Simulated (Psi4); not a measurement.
C₂H₄NO, charge -1, singlet, geometry from GFN2-xTB (a gas-phase anion, which may not be bound at this level); TPSS/STO-3G in Psi4.

The Psi4 input:
```
memory 2 GB

molecule {
-1 1
  O     0.44102955    1.19748662    0.47680953
  C     0.16163575    0.06201656    0.02088216
  N     0.95199448   -0.88773121   -0.38661403
  C    -1.33545762   -0.32173137   -0.09676049
  H    -1.85084567    0.40012995   -0.73220856
  H    -1.43095332   -1.31866720   -0.52101978
  H    -1.79883849   -0.29696355    0.89081905
  H     1.93137104   -0.59198498   -0.29049862
}

set basis sto-3g
set dft_spherical_points 974

energy('tpss')
print_variables()
```

Q: Predict the main parts of the log of this Psi4 run.

A: 
```
   => Loading Basis Set <=

    Name: STO-3G
    Role: ORBITAL
    Keyword: BASIS

         ---------------------------------------------------------
                                   SCF
               by Justin Turney, Rob Parrish, Andy Simmonett
                          and Daniel G. A. Smith
                              RKS Reference
         ---------------------------------------------------------

  ==> Geometry <==

    Molecular point group: c1
    Full point group: C1

    Geometry (in Angstrom), charge = -1, multiplicity = 1:

       Center              X                  Y                   Z               Mass
    ------------   -----------------  -----------------  -----------------  -----------------
         O            0.387172140613     1.166734506383     0.465708481421    15.994914619570
         C            0.107778340613     0.031264446383     0.009781111421    12.000000000000
         N            0.898137070613    -0.918483323617    -0.397715078579    14.003074004430
         C           -1.389315029387    -0.352483483617    -0.107861538579    12.000000000000
         H           -1.904703079387     0.369377836383    -0.743309608579     1.007825032230
         H           -1.484810729387    -1.349419313617    -0.532120828579     1.007825032230
         H           -1.852695899387    -0.327715663617     0.879718001421     1.007825032230
         H            1.877513630613    -0.622737093617    -0.301599668579     1.007825032230

  Running in c1 symmetry.

  Rotational constants: A =      0.37906  B =      0.32365  C =      0.18047 [cm^-1]
  Rotational constants: A =  11363.83664  B =   9702.81209  C =   5410.26546 [MHz]
  Nuclear repulsion =  113.046528928687650

  Charge       = -1
  Multiplicity = 1
  Electrons    = 32
  Nalpha       = 16
  Nbeta        = 16

  ==> Algorithm <==

  SCF Algorithm Type is DF.
  DIIS enabled.
  MOM disabled.
  Fractional occupation disabled.
  Guess Type is SAD.
  Energy threshold   = 1.00e-06
  Density threshold  = 1.00e-06
  Integral threshold = 1.00e-12

  ==> Primary Basis <==

  Basis Set: STO-3G
    Blend: STO-3G
    Number of shells: 16
    Number of basis functions: 24
    Number of Cartesian functions: 24
    Spherical Harmonics?: true
    Max angular momentum: 1

  ==> DFT Potential <==

   => LibXC <=

    Version 7.1.2
    S. Lehtola, C. Steigemann, M. J. T. Oliveira, and M. A. L. Marques,  SoftwareX 7, 1–5 (2018) (10.1016/j.softx.2017.11.002)

   => Composite Functional: TPSS <=

[...]
   @DF-RKS iter   4:  -205.76834951926801    1.58212e-03   4.70219e-03 ADIIS/DIIS
   @DF-RKS iter   5:  -205.77678371587984   -8.43420e-03   4.62915e-04 ADIIS/DIIS
   @DF-RKS iter   6:  -205.77686783106353   -8.41152e-05   9.64973e-05 DIIS
   @DF-RKS iter   7:  -205.77687130299478   -3.47193e-06   9.26813e-06 DIIS
   @DF-RKS iter   8:  -205.77687133810238   -3.51076e-08   1.12252e-06 DIIS
   @DF-RKS iter   9:  -205.77687133869750   -5.95122e-10   4.98214e-08 DIIS
  Energy and wave function converged.

  ==> Post-Iterations <==

   Electrons on quadrature grid:
      Ntotal   =   32.0000000547 ; deviation = 5.475e-08

    Orbital Energies [Eh]
    ---------------------

    Doubly Occupied:

[...]
      16A      0.271321

    Virtual:

[...]
    Final Occupation by Irrep:
              A
    DOCC [    16 ]
    NA   [    16 ]
    NB   [    16 ]

  @DF-RKS Final Energy:  -205.77687133869750

   => Energetics <=

    Nuclear Repulsion Energy =            113.0465289286876498
    One-Electron Energy =                -514.7801726337904711
    Two-Electron Energy =                 224.4996501058687386
    DFT Exchange-Correlation Energy =     -28.5428777394633890
    Empirical Dispersion Energy =           0.0000000000000000
    VV10 Nonlocal Energy =                  0.0000000000000000
    Total Energy =                       -205.7768713386975037

Computation Completed

Properties will be evaluated at   0.000000,   0.000000,   0.000000 [a0]

Properties computed using the SCF density matrix

 Multipole Moments:

 ------------------------------------------------------------------------------------
     Multipole            Electronic (a.u.)      Nuclear  (a.u.)        Total (a.u.)
 ------------------------------------------------------------------------------------

 L = 1.  Multiply by 2.5417464519 to convert [e a0] to [Debye]
 Dipole X            :          2.5142441           -3.1550482           -0.6408040
 Dipole Y            :          1.9802632           -1.8015055            0.1787577
 Dipole Z            :          0.7403603           -0.6503159            0.0900444
 Magnitude           :                                                    0.6713361

 ------------------------------------------------------------------------------------

  Variable Map:
  ----------------------------------------------------------------------------
[...]
  Array Variable Map:
  ----------------------------------------------------------------------------
[...]
[...]
```
